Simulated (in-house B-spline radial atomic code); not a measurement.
Values are calculated unless marked as measured or tabulated.
**Correlation energy from the adiabatic connection: −V exp(−r²/w²), V = 22.8, w = 3.0**

Two electrons in a singlet, external potential −V exp(−r²/w²), V = 22.8, w = 3.0 (atomic units). Full CI in B-splines (partial waves to l = 8, correlation up to 0.6 % small) with the density held fixed gives W(λ) = <V_ee>_λ − U, and E_c is the integral of W(λ) − W(0) from 0 to 1.

```json
{"λ": "0", "W(λ) − W(0) (hartree)": "0.00000"}
{"λ": "0.02", "W(λ) − W(0) (hartree)": "-0.00198"}
{"λ": "0.05", "W(λ) − W(0) (hartree)": "-0.00491"}
{"λ": "0.12", "W(λ) − W(0) (hartree)": "-0.01161"}
{"λ": "0.25", "W(λ) − W(0) (hartree)": "-0.02354"}
{"λ": "0.4", "W(λ) − W(0) (hartree)": "-0.03653"}
{"λ": "0.6", "W(λ) − W(0) (hartree)": "-0.05265"}
{"λ": "0.8", "W(λ) − W(0) (hartree)": "-0.06752"}
{"λ": "1", "W(λ) − W(0) (hartree)": "-0.08126"}
```

Question: Integrate the table by the trapezoid rule.

Answer: The strips give -0.00002, -0.00010, -0.00058, -0.00228, -0.00451, -0.00892, -0.01202, -0.01488, which sum to -0.04330 hartree. The direct value, W(1) − W(0) + T_c with T_c = 0.03788, is -0.04338; the curve is convex, so chords lie above it and the trapezoids fall short in size by 0.18 %.

Question: Now use only three numbers: W(0) = -1.1062, the initial slope W'(0) = -0.09926 (extrapolated from the first points) and the strong-coupling limit of the point-charge-plus-continuum model, W∞ = -1.516. What do second-order theory and the interpolation W(λ) = W∞ + (W(0) − W∞)/√(1 + 2χλ) of Seidl, Perdew and Levy give?

Answer: Second order keeps the slope alone: E_c = W'(0)/2 = -0.04963, +14 % in size against -0.04338. Matching the slope fixes χ = W'(0)/(W∞ − W(0)) = -0.09926/(-0.40980) = 0.24222. Integrating, with s = √(1 + 2χ) = 1.218372, E_c = −(W(0) − W∞)(s − 1)/(s + 1) = −0.40980 × 0.218372/2.218372 = -0.04034 hartree, -7.0 % in size against the full result. At λ = 1 the formula gives W − W(0) = -0.07345 against -0.08126. Part of the miss can come from the model's W∞.
